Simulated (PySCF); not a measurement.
## Rh (rhodium, neutral) across methods

[Kr] 4d7 5s1 6s1, high-spin 6F determinant (an excited configuration). All numbers are calculated (PySCF 2.14, scalar relativity by spin-free X2C-1e, in aug-cc-pwCVTZ-DK).

| method | E (hartree) | mean ε 4d β (eV) | mean ε 5s α (eV) | mean ε 6s α (eV) | Σ⟨r²⟩ (bohr²) | ⟨S²⟩ |
| --- | --- | --- | --- | --- | --- | --- |
| PBE0 | -4782.90 | -13.716 | -9.939 | -1.874 | 117.7 | 8.751 |
| LDA | -4778.01 | -11.991 | -9.465 | -1.614 | 114.5 | 8.750 |
| UHF | -4780.85341 | -18.144 | -11.632 | -2.344 | 122.6 | 8.754 |
| r2SCAN | -4783.22 | -12.182 | -9.382 | -1.580 | 116.3 | 8.752 |
| BLYP | -4783.39 | -11.928 | -9.071 | -1.425 | 116.8 | 8.751 |
| MN15 | -4786.53 | -14.574 | -10.467 | -1.526 | 112.5 | 8.752 |
| BP86 | -4783.81 | -12.117 | -9.351 | -1.675 | 115.4 | 8.751 |
| PBE | -4782.83 | -11.928 | -9.192 | -1.626 | 116.2 | 8.751 |

The outer electron is Rydberg-like, and this basis confines it to a smaller radius and binds it less than a complete one would.
